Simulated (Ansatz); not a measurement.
Mulliken charges of CH4InNO2 (`N=C(O)[O][InH2]`) from PBE/def2-TZVPP in Ansatz (PBE0-D4/def2-TZVP geometry).

| atom | x (Å) | y (Å) | z (Å) | charge (e) |
| --- | --- | --- | --- | --- |
| N1 | 0.803 | 1.351 | -0.251 | -0.361 |
| C2 | 0.839 | 0.109 | -0.529 | 0.231 |
| O3 | 1.838 | -0.358 | -1.298 | -0.236 |
| O4 | 0.038 | -0.880 | -0.191 | -0.389 |
| In5 | -1.640 | -0.747 | 0.931 | 0.593 |
| H6 | 0.011 | 1.595 | 0.332 | 0.126 |
| H7 | 2.380 | 0.414 | -1.504 | 0.208 |
| H8 | -2.270 | -2.316 | 1.051 | -0.083 |
| H9 | -1.998 | 0.831 | 1.458 | -0.090 |

Problem. By hand: the dipole of these point charges (1 e Å = 4.8032 D).

Solution. Σ q r = (-0.652, -0.074, 0.412) e Å, of length 0.775 e Å = 3.72 D.

Problem. How does the dipole of the full density compare? (Estimate.)

Solution. Computed: (-0.642, -0.148, 0.392) e Å, 3.68 D; the point charges give 1.01 times that, at 6° from its direction.

Point charges leave out the atoms' own dipoles, such as those of lone pairs, and Mulliken's split depends on the basis, so the close match here is no proof of good charges.
